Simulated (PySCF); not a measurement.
C4H7BF2O2.
SMILES: `CC(=O)OCCB(F)F`

Computed with PySCF, TDDFT wB97X-D/def2-SVPD, vertical, gas phase, core orbitals frozen in the response. The structure is a single PBE0-D3(BJ)/def2-SVP conformer in the gas phase; no vibrational or solvent corrections. Torsions of this conformer, `[CH3:1][C:2](=[O:3])[O:4][CH2:5][CH2:6][B:7]([F:8])[F:9]`: C1–C2–O4–C5 178°, C2–O4–C5–C6 -78°, O4–C5–C6–B7 -173°, C5–C6–B7–F8 -178°.

Computed states:

```csv
state,E (eV),f
S1,5.98,0.0009
S2,8.10,0.011
S3,8.25,0.147
S4,8.62,0.019
S5,8.68,0.0002
S6,8.76,0.0072
S7,8.88,0.0066
S8,9.01,0.0048
S9,9.27,0.0041
S10,9.32,0.0031
```

Each state is given a Gaussian of 0.5 eV full width at half maximum, with ε(max) = 2.175×10⁸ f / Δν̃ (Δν̃ the width in cm⁻¹). The width is an assumption, not a result. The curve ends short of the highest state used, and states not computed would add to its high-energy end.

**Question.** Give the broadened spectrum and its maxima.

**Answer.** 
```tsv
λ (nm)	ε (L mol⁻¹ cm⁻¹)
142.2	2355
145.5	4730
148.8	8093
152.1	7842
155.3	4203
158.6	1273
161.9	237
165.2	29
168.4	3
171.7	0
175.0	0
178.3	0
181.5	0
184.8	0
188.1	1
191.4	3
194.7	9
197.9	19
201.2	33
204.5	44
207.8	48
211.0	43
214.3	32
217.6	20
220.9	11
224.1	5
227.4	2
230.7	1
234.0	0
237.2	0
```

Maxima: 207 nm (5.98 eV), ε about 48, made up of S1 (100%); 150 nm (8.25 eV), ε about 8600, made up of S3 (92%) (ε in L mol⁻¹ cm⁻¹; maxima over ε = 5, shares over 10%).

**Question.** On this curve, what absorbance would a 10⁻⁵ mol/L sample give at 222 nm over a 1 cm path?

**Answer.** 222 nm is 5.585 eV, where ε is about 8.8 L mol⁻¹ cm⁻¹, so A = ε c l ≈ 8.8e-05 (Beer–Lambert, with the gas-phase spectrum and the assumed width).

**Question.** Coming from long wavelengths, where does ε first pass 100 L mol⁻¹ cm⁻¹?

**Answer.** At about 163 nm (7.59 eV), 1.62 eV above S1.

**Question.** What would ε be at 8.25 eV, the highest of these maxima, with half the width (0.25 eV)?

**Answer.** About 16300 L mol⁻¹ cm⁻¹ against 8630, a factor of about 1.9; a lone state at its own centre would give exactly 2.

All these states lie below the vertical ionisation energy of 10.56 eV (ΔSCF).

The run took 6.6 min wall on Arm Neoverse N1, one thread, no GPU, on a shared host, and the process peaked at 1.3 GiB of memory.
